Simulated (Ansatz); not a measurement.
Cost and result for the atomization energy of F3H3InP (8 atoms, 6 bonds).

```xyz
8

F    -1.246   -2.343    1.746
P    -0.084   -1.711    0.904
F     0.605   -0.911    2.060
F    -0.935   -0.497    0.311
In    0.391    1.364   -1.246
H    -0.556    1.102   -2.660
H     0.128    2.719   -0.218
H     1.697    0.278   -0.897
```

Total charge 0; spin multiplicity 1. Correlated methods include outer-core shells of In, which these sets cover unevenly. In takes the def2 core potential. The bonds changed during the relaxation, so this is another structure than the one it started from. Geometry: relaxed with PBE0-D4/def2-TZVP. Program: Ansatz. All runs use 4 threads of an Arm Neoverse V1 on a shared host. Times are those of one run each, without the atoms' runs, and a repeat can differ threefold. Electronic energies, without spin–orbit coupling; frozen cores. CCSD(T)/CBS adds CCSD(T) − MP2 in def2-TZVPP to the MP2 limit, and its time is that of the two runs behind it. T1 = 0.014. With those shells the extrapolation isn't a true limit. B3LYP takes the VWN-RPA correlation (the form of Gaussian; ORCA's B3LYP/G).

CCSD(T)/CBS is a level of theory with its own doubt, some kJ/mol a heavy atom from the limit and from the frozen cores, so smaller differences don't rank the functionals.

```json
{"level": "LDA (SPW92)/def2-TZVPP", "functions": "227", "wall time": "1.6 s"}
{"level": "PBE-D4/def2-TZVPP (with forces)", "functions": "227", "wall time": "2.1 s"}
{"level": "BHLYP-D4/def2-TZVPP", "functions": "227", "wall time": "3 s"}
{"level": "CAM-B3LYP-D4/def2-TZVPP", "functions": "227", "wall time": "3.4 s"}
{"level": "r2SCAN-D4/def2-TZVPP (with forces)", "functions": "227", "wall time": "4 s"}
{"level": "B3LYP-D4/def2-TZVPP (with forces)", "functions": "227", "wall time": "4.4 s"}
{"level": "r2SCANh-D4/def2-TZVPP", "functions": "227", "wall time": "4.8 s"}
{"level": "B2PLYP/def2-TZVPP", "functions": "227", "wall time": "5.5 s"}
{"level": "CCSD(T)/def2-SVP", "functions": "101", "wall time": "7 s"}
{"level": "ωB97M-V/def2-TZVPP (with forces)", "functions": "227", "wall time": "11 s"}
{"level": "MP2/def2-QZVPP", "functions": "413", "wall time": "16 s"}
{"level": "CCSD(T)/def2-TZVPP", "functions": "227", "wall time": "3.7 min"}
{"level": "CCSD(T)/CBS(def2)", "functions": "–", "wall time": "3.9 min"}
```

Question: What atomization energy does each give, and how far from CCSD(T)/CBS? (Best estimate.)

Answer: The calculation gave: 
| level | atomization (kcal/mol) | difference from CCSD(T)/CBS | per bond |
| --- | --- | --- | --- |
| LDA (SPW92)/def2-TZVPP | 640.6 | 97.6 | 16.3 |
| PBE-D4/def2-TZVPP (with forces) | 546.6 | 3.6 | 0.6 |
| BHLYP-D4/def2-TZVPP | 512.6 | -30.4 | -5.1 |
| CAM-B3LYP-D4/def2-TZVPP | 546.1 | 3.1 | 0.5 |
| r2SCAN-D4/def2-TZVPP (with forces) | 539.2 | -3.8 | -0.6 |
| B3LYP-D4/def2-TZVPP (with forces) | 535.6 | -7.4 | -1.2 |
| r2SCANh-D4/def2-TZVPP | 532.2 | -10.8 | -1.8 |
| B2PLYP/def2-TZVPP | 529.8 | -13.2 | -2.2 |
| CCSD(T)/def2-SVP | 479.0 | -64.0 | -10.7 |
| ωB97M-V/def2-TZVPP (with forces) | 548.2 | 5.2 | 0.9 |
| MP2/def2-QZVPP | 546.1 | 3.1 | 0.5 |
| CCSD(T)/def2-TZVPP | 523.5 | -19.5 | -3.3 |
| CCSD(T)/CBS(def2) | 543.0 | 0.0 | 0.0 |

From PBE to PBE0 (25 % exact exchange), in def2-TZVPP and without D4, the atomization energy moves by −17.9 kcal/mol: exact exchange takes away binding that semilocal exchange gives to molecules. In def2-TZVPP, CCSD(T) changes the Hartree–Fock value by +160.7 kcal/mol (the triples alone add +9.8 kcal/mol) and MP2 by +171.0 kcal/mol; breaking electron pairs costs correlation energy, which Hartree–Fock lacks. At CCSD(T), def2-SVP lies −64.0 kcal/mol from the extrapolated value and def2-TZVPP −19.6 kcal/mol: correlation converges slowly with the basis, and small sets miss more of it in the bonded molecule than in its fragments.

Spin–orbit coupling would lower the free In atoms strongly, and the atomization energy with them, by more than many differences here.
